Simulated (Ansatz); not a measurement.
`CCC(=O)CC(C)=O` and `CCC(=O)CC` differ in one atom or group.

Ansatz, PBE0-D4/def2-TZVP geometries, multiplicity 1. Each molecule was computed in one conformer, which needn't be the lowest.

| property | `CCC(=O)CC(C)=O` |
| --- | --- |
| LUMO energy (B3LYP/def2-TZVPP) / eV | -1.46 |
| LUMO energy (PBE/def2-TZVPP) / eV | -2.28 |
| HOMO energy (PBE0/def2-TZVPP) / eV | -7.34 |
| HOMO energy (ωB97M-V/def2-TZVPP) / eV | -9.73 |
| HOMO–LUMO gap (PBE/def2-TZVPP) / eV | 3.51 |
| LUMO energy (PBE0/def2-TZVPP) / eV | -1.20 |

Problem. Give the same properties after the change, and the shifts. (Best estimate.)

Solution. Computed: 
```
                             property  `CCC(=O)CC`  shift
  LUMO energy (B3LYP/def2-TZVPP) / eV        -0.52   0.94
    LUMO energy (PBE/def2-TZVPP) / eV        -1.41   0.87
   HOMO energy (PBE0/def2-TZVPP) / eV        -7.13   0.21
HOMO energy (ωB97M-V/def2-TZVPP) / eV        -9.55   0.18
  HOMO–LUMO gap (PBE/def2-TZVPP) / eV         4.15   0.64
   LUMO energy (PBE0/def2-TZVPP) / eV        -0.23   0.97
```

With PBE0 the HOMO rises by 0.21 eV and the LUMO rises by 0.97 eV, so the gap widens by about 0.76 eV. PBE moves the HOMO by 0.24 eV and ωB97M-V by 0.18 eV.

B3LYP here is the variant with VWN-RPA as its local correlation; programs differ in this.
